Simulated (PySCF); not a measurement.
Rigid-rotor lines calculated for a species of formula C4H9GeP (commonest isotopes; PBE0-D3(BJ)/def2-SVP geometry optimisation, gas phase in PySCF), labelled J(Ka,Kc):

| transition | MHz |
| --- | --- |
| 2(1,2) ← 1(1,1) | 5061.6 |
| 1(0,1) ← 0(0,0) | 2574.0 |
| 2(1,1) ← 1(1,0) | 5234.2 |
| 2(0,2) ← 1(0,1) | 5145.5 |
| 1(1,1) ← 0(0,0) | 4856.4 |

Problem. Find the rotational constants.

Solution. 1(0,1) ← 0(0,0) is B + C, 2(1,1) ← 1(1,0) is 3B + C and 2(1,2) ← 1(1,1) is B + 3C, so B − C is half the difference of the last two, 86.3 MHz. 1(1,1) ← 0(0,0) is A + C. A = 3612.5, B = 1330.1, C = 1243.8 MHz.

Problem. What moments of inertia, asymmetry and inertial defect follow?

Solution. I = 505379 MHz·u·Å² over each constant: Ia = 139.90, Ib = 379.95, Ic = 406.30 u·Å²; κ = (2B − A − C)/(A − C) = -0.927 (near-prolate asymmetric top); Δ = Ic − Ia − Ib = -113.54 u·Å².

Problem. Which dipole components do these lines need?

Solution. μa and μb (a-type: ΔKa even, ΔKc odd; b-type: both odd). The calculation gives |μa| = 1.01 D, |μb| = 0.62 D, |μc| = 0.08 D.

Problem. Predict further lines from these constants: 1(1,0) ← 1(0,1); 3(1,2) ← 3(1,3); 3(2,1) ← 2(2,0); 3(1,2) ← 3(0,3); 2(1,2) ← 1(0,1); 3(2,2) ← 2(2,1); 3(2,2) ← 2(1,1); 3(3,0) ← 3(2,1); 2(2,0) ← 2(1,1); 2(2,0) ← 1(1,1); 2(2,1) ← 1(1,0); 3(1,3) ← 2(1,2); 3(3,1) ← 2(2,0); 2(2,1) ← 2(1,2).

Solution. 
| transition | MHz | type | branch |
| --- | --- | --- | --- |
| 3(1,2) ← 3(1,3) | 518 | a | Q |
| 1(1,0) ← 1(0,1) | 2369 | b | Q |
| 3(1,2) ← 3(0,3) | 2595 | b | Q |
| 2(2,0) ← 2(1,1) | 6850 | b | Q |
| 2(2,1) ← 2(1,2) | 7106 | b | Q |
| 2(1,2) ← 1(0,1) | 7344 | b | R |
| 3(1,3) ← 2(1,2) | 7591 | a | R |
| 3(2,2) ← 2(2,1) | 7722 | a | R |
| 3(2,1) ← 2(2,0) | 7731 | a | R |
| 3(3,0) ← 3(2,1) | 11617 | b | Q |
| 2(2,1) ← 1(1,0) | 12081 | b | R |
| 2(2,0) ← 1(1,1) | 12170 | b | R |
| 3(2,2) ← 2(1,1) | 14569 | b | R |
| 3(3,1) ← 2(2,0) | 19349 | b | R |

Problem. Which structure gave them?

Solution. `[PH2][GeH]1[CH2]C=C[CH2]1`. Three constants can't fix a structure by themselves; this is the one that was computed:
```xyz
15
C4H9GeP angstrom
P      2.375    1.237   -1.469
Ge     0.708    0.959    0.130
C     -1.081    0.987   -0.702
C     -1.576   -0.410   -0.451
C     -0.843   -1.279    0.263
C      0.490   -0.875    0.829
H      2.098   -0.026   -2.079
H      3.405    0.702   -0.635
H      0.906    2.028    1.223
H     -1.046    1.227   -1.778
H     -1.737    1.743   -0.238
H     -2.547   -0.715   -0.858
H     -1.214   -2.295    0.441
H      0.489   -0.893    1.932
H      1.299   -1.549    0.505
```

The values belong to one conformer with, in the numbering `[PH2:1][GeH:2]1[CH2:3][CH:4]=[CH:5][CH2:6]1`, H–P1–Ge2–C3 -67° and -161°. PBE0-D3(BJ)/def2-SVP frequencies: not computed here. These are rigid-rotor constants of the computed structure; measured ground-state constants (B0) also hold zero-point vibration.
